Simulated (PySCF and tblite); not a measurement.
The numbers below are computed, except where a source is named.
C₃H₅BrO, numbered as in [O:1]=[CH:2][CH2:3][CH2:4][Br:5].

The ensemble was built from 90 distance-geometry starts (ETKDG and KDG, MMFF94s, GFN2-xTB) and rests on PBE0-D3(BJ)/def2-SVP geometries. Energies: PBE0-D3(BJ)/def2-TZVP, with GFN2-xTB thermal terms (modes under about 100 cm⁻¹ blended into free rotors). Symmetry numbers and mirror images are counted. Conformers within 4 kcal/mol (GFN2-xTB free energy) were kept, 7 at most. GIAO shieldings: PBE0/pcSseg-1. Shifts are against TMS (¹H), TMS (¹³C) at the same level. Programs: PySCF with density fitting and tblite.

(1) What shifts does this protocol give at 298.15 K under fast conformational exchange?

(2) How do the conformers differ?

(3) Which signal moves most, for its nucleus, between 180 and 400 K through the change of populations alone?

Thermal terms of a conformer that GFN2-xTB lacks, or places elsewhere, come from the nearest GFN2-xTB minimum; such a conformer stays in the set even outside the window. Spin–orbit effects of the heavy atoms on shieldings are missing. At a carbon that bears Br the missing effect is some 10 ppm, beside I tens of ppm. Shifts are unscaled: against experiment ¹³C can be off by 15 ppm or more and ¹H by 0.8 ppm.

Results:

(1) ¹H: 9.75 (H2, 1H), 3.46 (H4, 2H), 2.64 (H3, 2H) ppm. ¹³C: 202.2 (C2), 51.0 (C3), 34.7 (C4) ppm.

(2) Torsions listed: O1–C2–C3–C4, C2–C3–C4–Br5. Of a mirror pair one member is shown.
| conformer | shape | weight % |
| --- | --- | --- |
| 1 | -1°, 180° | 54.0 |
| 2 | 12°, 76° | 26.3 |
| 3 | -153°, 63° | 10.5 |
| 4 | 151°, 67° | 4.9 |
| 5 | 126°, 174° | 4.3 |

```
signal      1      2      3      4      5  average
    H2   9.72   9.81   9.69  10.03   9.53     9.75
    H3   2.71   2.65   2.39   2.37   2.52     2.64
    H4   3.40   3.50   3.65   3.53   3.36     3.46
    C2  202.8  200.5  203.2  204.6  200.3    202.2
    C3   52.5   50.2   47.2   46.3   52.4     51.0
    C4   35.3   32.2   36.7   36.4   34.3     34.7
```

(3) C3: 51.8 ppm at 180 K, 51.5 ppm at 230 K, 51.0 ppm at 298.15 K, 50.9 ppm at 330 K, 50.6 ppm at 400 K.
